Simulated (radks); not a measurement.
Q: The mean radii <r> (bohr) of the occupied orbitals of an atom or ion are listed with their occupations. Calculated with a radial shooting solver on a logarithmic mesh with Libxc functionals: scalar-relativistic Kohn-Sham, r2SCAN, spin-polarised, spherical densities, finite nucleus; meta-GGA in the generalised Kohn-Sham scheme; Fermi nuclear charge, rms radius of each element as measured or else 0.836 A^(1/3) + 0.57 fm.

| orbital | occ. | <r> |
|---|---|---|
| 1s up | 1 | 0.1036 |
| 1s down | 1 | 0.1036 |
| 2s up | 1 | 0.5174 |
| 2s down | 1 | 0.5177 |
| 2p up | 3 | 0.4843 |
| 2p down | 3 | 0.4845 |
| 3s up | 1 | 1.905 |
| 3s down | 1 | 1.923 |
| 3p up | 3 | 2.308 |

Name the element and its charge. Open shells, if any, are filled with parallel spins first.

A: Z = 15, phosphorus, charge 0: P in [Ne] 3s2 3p3. The 1s radius gives Z: for a bare nucleus <r> = (2 gamma + 1)/(2Z) with gamma = sqrt(1 - (Z/c)^2), 0.0996 bohr for Z = 15, and screening makes it slightly larger (0.1036 here). The occupations add up to 15, and the charge is Z minus that.
